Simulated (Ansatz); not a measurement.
C2H6BFN2, SMILES C=C(F)B(N)N.

Geometry optimised at r2SCAN-D4/def2-SVP. The structure was generated by enumeration, and PubChem lists no compound with its InChIKey, so it may never have been made. The values are those of a single conformer.

Two levels are set side by side: PBE/def2-TZVPD (Ansatz, a first-principles code) and CAM-B3LYP/def2-TZVPD (Ansatz). Energy differences of separate SCF runs at the same geometry; the states with an electron removed or added have multiplicity 2 and 2. Differences are taken from unrounded values.

```tsv
quantity	CAM-B3LYP
vertical ionisation energy (eV)	9.39
vertical singlet–triplet gap (eV)	3.91
```

What does PBE give, and how far is it from CAM-B3LYP? (Estimate from the structure and the level; the computed values follow.)


```json
[
 {"quantity": "vertical ionisation energy (eV)", "PBE": "8.71", "PBE minus CAM-B3LYP": "-0.68"},
 {"quantity": "vertical singlet–triplet gap (eV)", "PBE": "3.91", "PBE minus CAM-B3LYP": "0.00"}
]
```
